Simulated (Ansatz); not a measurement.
`[CH3][Al]([F])[SH]` + `C#[C][GaH][Cl]` → `[F][Al]([SH])[Cl]` + `C#[C][GaH][CH3]`  (redistribution)

Gas-phase electronic energies from Ansatz, PBE0-D4/def2-TZVP geometries. CCSD(T)/CBS adds triple-zeta CCSD(T) − MP2 to the extrapolated MP2 energy (def2 sets, frozen cores). Functionals use def2-TZVPP. For Ga outer-core shells are correlated without core-valence functions, which leaves a few kJ/mol of doubt a bond. Scalar relativity is left out up to krypton. One conformer a species, not always the lowest.

Question: Is it downhill or uphill in electronic energy at CCSD(T)/CBS, and by how much? (Best estimate.)

Answer: Ansatz gave: Downhill: ΔE = -0.23 eV.

Question: What do these levels give: BLYP-D4, B97M-V, PBE0-D4, B2PLYP, PBE-QIDH, PBE, r2SCAN0, RPA@PBE/def2-TZVPP, CCSD/def2-SVP, CCSD/def2-TZVPP, CCSD(T)/def2-TZVPP, CCSD/CBS(def2)? (Best estimate.)

Answer: The calculation gave: BLYP-D4 -0.16, B97M-V -0.16, PBE0-D4 -0.16, B2PLYP -0.17, PBE-QIDH -0.19, PBE -0.15, r2SCAN0 -0.18, RPA@PBE/def2-TZVPP -0.21, CCSD/def2-SVP -0.14, CCSD/def2-TZVPP -0.20, CCSD(T)/def2-TZVPP -0.20, CCSD/CBS(def2) -0.23 eV.

Largest T1 diagnostic among the species: 0.013.

Leaving LDA and LC-ωPBE aside and taking each functional with its dispersion term where it has one, the values, not all of them listed here, spread over 0.03 eV, from PBE-QIDH to PBE-D4. In def2-TZVPP, CCSD(T) changes the Hartree–Fock value by −0.06 eV (the triples alone add +0.00 eV) and MP2 by −0.09 eV. At CCSD(T), def2-SVP lies +0.09 eV from the extrapolated value and def2-TZVPP +0.03 eV.
